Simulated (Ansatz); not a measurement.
CH₄AlFSSi, relaxed with RKS PBE-D4/def2-SVP in the Gaussian-basis code of Ansatz from a rough embedded geometry. The force threshold is 0.03 eV/Å; the program also tests the step.

Charge 0, multiplicity 1. The bonds changed during the relaxation, so this is another structure than the one it started from.

Start:

```xyz
9

F     1.674   -1.411   -0.524
C     0.749   -0.497    0.066
S     0.920   -0.400    1.850
Al    0.498    1.210   -0.808
Si   -0.994   -0.687   -0.523
H    -0.107    0.535    2.085
H     0.593    2.788   -0.743
H    -1.203   -1.306   -1.790
H    -2.129   -0.232    0.387
```

Q: How much energy does the relaxation release, and in how many steps? (An estimate is asked.)

A: Computed: 41.87 kcal/mol, in 13 steps, 1 of them rejected.

Q: Which bonds change most? (An estimate is asked.)

A: Ansatz gave: S3–Al4 from 3.136 to 2.434 Å; C2–Al4 from 1.933 to 2.021 Å; C2–Si5 from 1.850 to 1.933 Å; Si5–H8 from 1.426 to 1.506 Å.

Q: Give the relaxed structure. (An estimate is asked.)

A: Ansatz gave: 
```xyz
9

F     1.559   -1.611   -0.232
C     0.755   -0.523   -0.093
S     0.932    0.354    1.539
Al    0.404    1.403   -0.593
Si   -1.111   -0.411   -0.587
H    -0.186    0.012    2.285
H     1.088    2.805   -0.907
H    -1.319   -1.176   -1.867
H    -2.121   -0.852    0.455
```
